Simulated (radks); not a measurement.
All-electron atom: Cs46+ in [He] 2s2 2p5. Method: Dirac Kohn-Sham, BLYP, spin-unpolarised, spherical densities, finite nucleus; open shells fill j = l - 1/2 first; Fermi nuclear charge, rms radius 4.8041 fm; computed with a radial shooting solver on a logarithmic mesh with Libxc functionals. Some entries of the table are withheld. Estimate them.

| orbital | occ. | eigenvalue (eV) | <r> (bohr) | <1/r> (bohr^-1) |
|---|---|---|---|---|
| 1s1/2 | 2 | -39232.35 | 0.02607 | 59.46 |
| 2s1/2 | 2 | (1) | 0.1088 | (2) |
| 2p1/2 | 2 | -8498.629 | 0.09126 | (3) |
| 2p3/2 | 3 | -8124.002 | 0.09676 | (4) |

Answer. 
(1) 2s1/2 eigenvalue (eV): -8759.985
(2) 2s1/2 <1/r> (bohr^-1): 14.31
(3) 2p1/2 <1/r> (bohr^-1): 14.24
(4) 2p3/2 <1/r> (bohr^-1): 13.06
